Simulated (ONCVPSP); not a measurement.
Configuration tests for O (Z = 8) (ONCV)

* Element: oxygen
* Generator: ONCVPSP 4.0.1
* Type: optimised norm-conserving Vanderbilt (ONCV)
* Functional: PW91
* Relativity: scalar-relativistic
* Frozen core: [He]
* Valence charge: 6
* Reference configuration: 2s2 2p3.5 (charge +0.5)
* Partial waves: 2s: rc 0.90 bohr, ncon 4, nbas 7, qcut 7 1/bohr, local; 2p: rc 1.10 bohr, ncon 4, nbas 7, qcut 10.6 1/bohr, 2 projectors, debl 3.7 Ha; d scattering state at 0.16 Ha: rc 0.90 bohr, ncon 4, nbas 9, qcut 12.3 1/bohr, 2 projectors, debl 1.7 Ha
* Local potential: the s channel
* Core correction: polynomial model core, fcfact 0.4

Energies are relative to the spin-unpolarised reference configuration 2s2 2p3.5; without spin polarisation the order of configurations can differ from experiment.

```csv
valence configuration,charge,ΔE all-electron (eV),error AE − PS (meV)
2s2 2p4,0,-6.329,+1.8
2s2 2p3,+1,10.194,+2.5
2s2 2p2,+2,43.896,+53
```

(1) What are ΔE and the potential's error for 2s2 2p1?

Levels in the configuration 2s2 2p1:

| level | all-electron (eV) | pseudo (eV) |
| --- | --- | --- |
| 2s | -79.585 | -79.470 |
| 2p | -65.100 | -64.749 |

Results:

(1) ΔE = 97.900 eV all-electron; the error (AE − PS) is +262 meV.
